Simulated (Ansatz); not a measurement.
```yaml
crystal:
  periodic: [false, false, false]
  atoms:
    - {symbol: Pt, position_ang: [1.046320, -0.783710, 0.431350]}
    - {symbol: Sn, position_ang: [-0.810971, -0.577132, -1.278049]}
    - {symbol: Sn, position_ang: [-0.235349, 1.360832, 0.846699]}
basis:
  gaussian: {orbitals: def2-TZVP, initial_orbitals: start.molden}
hamiltonian: {xc: pbe}
correlation: {method: rpa}
scf: {omitted_lower_state_checks: [starts]}
```

The file start.molden holds the orbitals of an earlier run on this structure, at another level or in another basis.

```sh
$ ansatz run in.yaml --threads 4 --pin off --events-out ev --progress --plain --max-ram 3916MiB
```

Output, abridged:

```
Functional definition: PBE
1340 factors; integrals over basis functions are off by at most 5.0e-4 eV
mean field evaluation 1: about -14913.8349 eV, gradient 7.0e0 eV
mean field evaluation 2: about -14913.9525 eV, gradient 1.8e-1 eV
mean field evaluation 4: about -14913.9535 eV, gradient 6.4e-4 eV
mean field evaluation 8: about -14913.9535 eV, gradient 8.8e-7 eV
mean field -14913.95351945 eV, -548.0776827990 hartree, gradient 1.5e-6 eV, S^2 0.000000; 0 other end points of the search recorded, 0 dependent functions left out; unrestricted orbitals would lower it
mean field evaluation 16: about -14834.2145 eV, gradient 2.0e0 eV
mean field evaluation 32: about -14834.8298 eV, gradient 7.3e-3 eV
8 core orbitals not correlated, not the lowest: weight in the atoms' cores, before any rotation towards them, 1.000 or more for the frozen orbitals, at most 0.000 for the correlated occupied ones
reference -14832.81021930 eV, -545.0957215193 hartree; 23, 23 occupied and 109, 109 virtual orbitals, 1340 factors
Error: the energy between an occupied orbital and the lowest state that it is excited into in its spin channel is -0.0670 eV and must be positive: a state without a gap has no random-phase energy
```

Question: Can the result of this run be used?

Answer: No. The run stopped with an error. The reference has no gap: an occupied orbital lies above an empty one, and the correlation energy can't be formed.
